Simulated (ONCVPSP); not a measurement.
# Hf: one change to an ONCV potential, before and after

ONCVPSP 4.0.1 input, shortened (lines: element, Z, core and valence counts, functional; n l f; lmax; l rc ep ncon nbas qcut; lloc lpopt rc5 dvloc0; l nproj debl; icmod fcfact rcfact), PBE, non-relativistic:

```
  Hf 72.00   10    4        4      upf
    1    0    2.00
    2    0    2.00
    2    1    6.00
    3    0    2.00
    3    1    6.00
    3    2   10.00
    4    0    2.00
    4    1    6.00
    4    2   10.00
    4    3   14.00
    5    0    2.00
    5    1    6.00
    5    2    2.00
    6    0    1.50
    2
    0    1.90    0.00    4    7    8.20
    1    2.30    0.00    5    8    4.70
    2    2.30    0.00    3    7    6.40
    4    5    1.30    2.00
    0    3    0.90
    1    2    0.90
    2    2    1.50
    1    0.55    0.00
```

In the p channel the program set the typed energies aside and used -1.357, 0.250 Ha.

Change: s: qcut 5.7; p: qcut 3.3; d: qcut 4.4.

Cutoffs: the cutoffs (Ha) at which the residual kinetic energy of the hardest occupied pseudo-wave falls to 1 and 0.1 mHa per electron; they do not see the model core or the augmentation charge, which bear on the density cutoff. Errors are all-electron minus pseudo energies relative to the spin-unpolarised reference configuration.

**Question.** What does the change do?

**Answer.** The potential gets harder (20 Ha and 24 Ha → 28 Ha and 35 Ha); of the 4 tests that both files solve, the error grows in 1 and shrinks in 0 by more than 15 % and 0.3 meV (median size 0.1 → 0.2 meV); neither file shows a bound ghost.

```csv
quantity,base,changed
"cutoff, loose",20 Ha,28 Ha
"cutoff, tight",24 Ha,35 Ha
loose cutoff by channel,"s 20 Ha, p 8.9 Ha, d 12 Ha","s 13 Ha, p 28 Ha, d 9.4 Ha"
bound ghosts,none,none
GHOST(+) flags under 300 eV,none,none
"error for 5s2 5p6 5d2 6s2, meV [ΔE -2.85 eV]",-0.1,-0.1
"error for 5s2 5p6 5d2 6s1, meV [ΔE 4.21 eV]",-0.1,-0.2
"error for 5s2 5p6 5d2 6s0, meV [ΔE 17.02 eV]",-2.0,-4.5
"error for 5s2 5p6 5d2 6s1 6p1, meV [ΔE 0.11 eV]",0.0,-0.1
s: phases at 1.92 bohr within 0.05 rad from the reference energy up to (Ha; the scan ends near 5),to the end of the scan,to the end of the scan
p: phases at 2.33 bohr within 0.05 rad from the reference energy up to (Ha; the scan ends near 5),4.6,4.7
d: phases at 2.33 bohr within 0.05 rad from the reference energy up to (Ha; the scan ends near 5),to the end of the scan,to the end of the scan
"rms error of d²Exc/dni dnj with the model core, mHa",0.58,1.14
```
